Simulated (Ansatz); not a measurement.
BrGaH2 (SMILES [GaH2][Br]) moved off its minimum; all values from Ansatz (a program for electronic structure), cores frozen in correlated methods.
(charge 0, multiplicity 1)
```xyz
4

Ga    -0.61454    -0.96124     0.17637
H     -0.14710    -1.94325     1.16151
H     -1.97201    -1.01901    -0.72035
Br     0.62399     0.89395    -0.21688
```

Forces at wB97M-V/def2-TZVPP (eV/Å):

```csv
atom,Fx,Fy,Fz
Ga1,-1.589,0.625,-1.513
H2,0.513,-0.903,0.961
H3,0.834,0.009,0.567
Br4,0.242,0.268,-0.014
```

**Question.** Give the forces (eV/Å), the total energy and the dipole at CCSD(T)/aug-cc-pVTZ.

**Answer.** 
```
atom      Fx      Fy      Fz
----  ------  ------  ------
Ga1   -1.661   0.659  -1.586
H2     0.649  -1.254   1.291
H3     0.527  -0.031   0.382
Br4    0.485   0.626  -0.088
```
Energy -4497.2414 hartree, dipole 1.71 D.
